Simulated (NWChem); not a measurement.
System: SiCl2F2; SMILES [Si](F)(Cl)(Cl)F

```xyz
5

F      0.0000     1.2886    -1.2685
Si     0.0000     0.0000    -0.3250
F      0.0000    -1.2886    -1.2685
Cl     1.6729     0.0000     0.8054
Cl    -1.6729     0.0000     0.8054
```
Atoms are numbered in this order, from 1.

Results from NWChem. All runs use the structure optimised with PBE0/def2-SVP.

Question: Order these by “orbital gap (eV)”, lowest first: TPSS/def2-SVPD; TPSS/def2-TZVP; TPSS/def2-SVP.

Answer: TPSS/def2-SVPD (7.40), TPSS/def2-TZVP (7.63), TPSS/def2-SVP (7.82)
